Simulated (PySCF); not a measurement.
## Electronic absorption of C6H9F

Compound: C6H9F.
SMILES: `C[C@@H]1CC=C[C@H]1F`

Level of theory: TDDFT wB97X-D/def2-SVPD, vertical, gas phase, core orbitals frozen in the response in PySCF. Geometry: PBE0-D3(BJ)/def2-SVP, one conformer, isolated molecule.

List the vertical singlet excitations with oscillator strengths and describe the spectrum.

| state | E (eV) | λ (nm) | ν̃ (cm⁻¹) | f | main configurations (H = HOMO, L = LUMO) |
| --- | --- | --- | --- | --- | --- |
| S1 | 6.97 | 178.0 | 56180 | 0.210 | H→L (94%) |
| S2 | 7.46 | 166.1 | 60190 | 0.026 | H→L+1 (71%), H→L+2 (23%) |
| S3 | 7.80 | 159.0 | 62890 | 0.0080 | H-1→L (76%), H-2→L (14%) |
| S4 | 8.30 | 149.4 | 66920 | 0.015 | H→L+3 (68%), H→L+2 (11%) |
| S5 | 8.40 | 147.6 | 67740 | 0.046 | H→L+2 (37%), H→L+3 (23%), H→L+5 (14%) |
| S6 | 8.46 | 146.5 | 68270 | 0.035 | H-2→L (59%), H-1→L (17%), H-4→L (8%) |
| S7 | 8.59 | 144.3 | 69300 | 0.0028 | H-3→L (51%), H-4→L (32%), H-5→L (10%) |
| S8 | 8.72 | 142.1 | 70360 | 0.028 | H→L+4 (80%) |
| S9 | 8.77 | 141.4 | 70700 | 0.0058 | H-5→L (35%), H-3→L (31%), H-4→L (13%) |
| S10 | 9.18 | 135.0 | 74050 | 0.012 | H→L+6 (38%), H→L+5 (15%), H→L+7 (14%) |

Triplets (Tamm–Dancoff): T1 4.37 eV, H→L (91%); T2 7.42 eV, H→L+1 (60%), H→L+2 (19%), H-1→L (10%); T3 7.46 eV, H-1→L (57%), H-2→L (13%), H→L+1 (12%); T4 8.02 eV, H-2→L (51%), H-1→L (19%), H→L+3 (11%).

The lowest singlet comes at 178 nm (672 kJ/mol) in the vacuum ultraviolet; it is strong; its leading configuration is HOMO→LUMO (94%). The lowest level is also the most intense of those listed (f = 0.210). Löwdin shares by element: HOMO carbon 79% or more (atoms not listed hold the other 21%); LUMO carbon 76% or more (atoms not listed hold the other 24%). Of the 10 states listed, 7 reach f = 0.01 and none stays under 0.0005. Weighted by f, the mean energy of these states is 7.61 eV. Orbital energies (eV): HOMO-3 -11.51, HOMO-2 -11.33, HOMO-1 -10.92, HOMO -9.29, LUMO 1.81, LUMO+1 2.40, LUMO+2 2.89. No computed singlet lies in the visible range (380 to 750 nm); the lowest, at 178 nm, stands 3.70 eV above its violet end (3.26 eV). All these states lie below the vertical ionisation energy of 9.56 eV (ΔSCF). Singlets were solved by full linear response, triplets in the Tamm–Dancoff approximation.
